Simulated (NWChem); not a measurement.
Species: BHBrCl; SMILES ClBBr

```xyz
4

B     -0.7471    -0.5889     0.0000
H     -1.9451    -0.6505     0.0028
Cl     0.1934    -2.0488    -0.0002
Br     0.0874     1.1135    -0.0002
```
Atoms are numbered in this order, from 1.

Results from NWChem. Pople sets run with spherical d functions. Geometry: optimised at PBE0/def2-SVP. B3LYP is NWChem's, with the RPA form of VWN correlation. Vzz is the largest principal value of the second derivative of the potential at the nucleus (NWChem prints the opposite sign); η is the asymmetry. Non-relativistic.

Task: Order these runs by computing time, cheapest first, and give rough ratios: Hartree-Fock/6-31G*; B3LYP/cc-pVTZ; Hartree-Fock/def2-TZVP.

Result: Hartree-Fock/6-31G* (1), Hartree-Fock/def2-TZVP (4), B3LYP/cc-pVTZ (30). Ratios are rough, from one shared machine; the cheapest took roughly 7 core-seconds. What differs between the cheapest and the dearest: Vzz B1 (a.u.) 0.412 → 0.396; η B1 0.58 → 0.64; Vzz Cl3 (a.u.) 2.040 → 1.884; η Cl3 0.60 → 0.79.
